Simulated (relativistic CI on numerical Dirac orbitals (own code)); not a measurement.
**Ru⁵⁺: resonant inelastic scattering at the M2,3 edge**

Computed with this model: Dirac-Coulomb-Breit CI, orbitals from a KLI potential per configuration, model QED (radiative potential, 1s self-energy scaled to tabulated hydrogen-like ionisation energies), Kramers-Heisenberg scattering through one core-hole configuration in a parametric crystal field, unscaled Slater integrals; configurations [Kr] 4d3 → [Ne] 3s2 3p5 3d10 4s2 4p6 4d4; 80 K; core-hole width 2 eV; summed over polarisations. Incident energies are the highest absorption maxima for each field (at most a few, so the weaker spin-orbit partner edge can be absent), on the computed scale of the free ion. Intensities are in per cent of the strongest line above 0.02 eV; levels within 1 cm⁻¹ are merged; final levels count from the ground level, the first row holds all elastic scattering, lines under 0.4 are left out and each table stops after 24 rows. The scale of the Slater integrals is a model choice and moves the terms in proportion.

Field parameters in Wybourne normalisation: D3d B²₀ = −7Dσ, B⁴₀ = −14Dq − 21Dτ, B⁴₃ = −14√(10/7) Dq; D4h B²₀ = −7Ds, B⁴₀ = 21(Dq − Dt), B⁴₄ = 21√(5/14) Dq; Oh B⁴₀ = 21Dq, B⁴₄ = √(5/14) B⁴₀. The field is a parameter set, without covalency, and values of 10Dq over about 45,000 cm⁻¹ lie beyond real compounds.

S is read from ⟨S²⟩ = S(S + 1).

D3d, 10Dq = 46100, Dσ = 240, Dτ = 0 cm⁻¹:

| Final level (eV) | Degeneracy | Irrep | S | 470.3 eV | 473.5 eV | 475.4 eV |
| --- | --- | --- | --- | --- | --- | --- |
| 0.000 | 2 | Γ5+Γ6 | 1.50 | 946.0 | 1024.4 | 570.8 |
| 0.000 | 2 | Γ4 | 1.50 | 18.0 | 0.7 | 4.2 |
| 2.459 | 2 | Γ5+Γ6 | 0.51 | 15.7 | 1.7 | 3.2 |
| 2.473 | 2 | Γ4 | 0.51 | 14.5 | 1.4 | 2.9 |
| 2.547 | 2 | Γ4 | 0.50 | 14.4 | 5.8 | 2.6 |
| 2.547 | 2 | Γ5+Γ6 | 0.50 | 13.0 | 5.7 | 2.5 |
| 2.595 | 2 | Γ4 | 0.50 | 17.5 | 8.9 | 3.9 |
| 3.957 | 2 | Γ4 | 0.51 | 20.9 | 12.0 | 4.7 |
| 3.969 | 2 | Γ5+Γ6 | 0.51 | 20.0 | 11.7 | 4.6 |
| 4.013 | 2 | Γ4 | 0.51 | 28.3 | 11.6 | 5.2 |
| 5.654 | 2 | Γ4 | 1.50 | 9.3 | 84.7 | 10.7 |
| 5.687 | 2 | Γ5+Γ6 | 1.49 | 9.4 | 100.0 | 22.8 |
| 5.714 | 2 | Γ4 | 1.49 | 9.2 | 98.3 | 22.6 |
| 5.762 | 2 | Γ4 | 1.50 | 8.7 | 81.6 | 14.0 |
| 5.771 | 2 | Γ5+Γ6 | 1.50 | 8.8 | 81.3 | 13.8 |
| 5.790 | 2 | Γ4 | 1.50 | 9.0 | 86.0 | 16.4 |
| 7.048 | 2 | Γ4 | 1.47 | 8.2 | 73.3 | 16.9 |
| 7.088 | 2 | Γ5+Γ6 | 1.49 | 5.4 | 42.2 | 14.2 |
| 7.105 | 2 | Γ4 | 1.49 | 5.3 | 42.0 | 14.0 |
| 7.124 | 2 | Γ4 | 1.49 | 2.2 | 28.2 | 7.3 |
| 7.131 | 2 | Γ5+Γ6 | 1.50 | 1.8 | 26.4 | 7.5 |
| 7.131 | 2 | Γ4 | 1.50 | 1.8 | 27.0 | 7.5 |
| 7.762 | 2 | Γ4 | 0.55 | 0.4 | 1.2 | 1.1 |

Oh, 10Dq = 17750 cm⁻¹:

```csv
Final level (eV),Degeneracy,Irrep,S,471.8 eV,494.1 eV
0.000,4,Γ8,1.50,2435.8,253.6
2.077,4,Γ8,1.27,40.9,46.3
2.150,2,Γ7,1.50,59.7,14.1
2.202,4,Γ8,1.47,100.0,50.3
2.229,2,Γ6,1.40,21.9,24.3
2.427,4,Γ8,0.59,20.1,8.4
2.555,4,Γ8,0.88,86.6,16.3
2.594,2,Γ6,0.69,40.0,10.4
3.198,2,Γ7,1.36,17.3,24.4
3.266,4,Γ8,1.37,26.9,33.7
3.395,2,Γ6,1.45,57.7,2.1
3.432,4,Γ8,1.46,71.6,7.0
3.597,4,Γ8,0.73,51.3,15.1
3.696,2,Γ7,0.74,25.9,7.6
4.275,2,Γ6,0.60,6.2,0.6
4.582,2,Γ7,0.52,4.3,3.2
4.595,4,Γ8,0.53,6.0,3.1
4.595,2,Γ6,0.53,0.9,0.6
4.689,4,Γ8,0.72,3.0,1.8
4.967,4,Γ8,0.78,1.7,2.3
5.167,2,Γ6,1.34,8.1,0.9
5.172,4,Γ8,1.25,8.0,3.9
5.202,2,Γ7,1.49,2.8,4.8
5.281,4,Γ8,1.29,3.8,5.5
```

D4h, 10Dq = 67350, Ds = -160, Dt = -350 cm⁻¹:

| Final level (eV) | Degeneracy | Irrep | S | 469.2 eV | 475.3 eV | 477.2 eV |
| --- | --- | --- | --- | --- | --- | --- |
| 0.000 | 4 | Γ6+Γ7 | 1.50 | 948.3 | 819.6 | 528.9 |
| 2.507 | 4 | Γ6+Γ7 | 0.50 | 48.3 | 2.3 | 6.5 |
| 2.538 | 2 | Γ7 | 0.50 | 12.8 | 1.6 | 1.3 |
| 2.582 | 2 | Γ6 | 0.50 | 17.7 | 2.2 | 1.9 |
| 2.602 | 2 | Γ6 | 0.50 | 21.6 | 3.2 | 2.3 |
| 4.099 | 2 | Γ6 | 0.51 | 22.9 | 3.3 | 2.3 |
| 4.111 | 2 | Γ7 | 0.50 | 29.3 | 3.6 | 2.7 |
| 4.155 | 2 | Γ7 | 0.50 | 30.0 | 4.2 | 2.6 |

For the first field the strongest loss at the lowest incident energy is the level at 4.01 eV (S = 0.51, against 1.50 in the thermal ground state). Levels of other spin, the first over 8 % at 2.46 eV, appear because spin-orbit coupling of the core hole, and in heavier ions of the valence shell too, mixes spins.
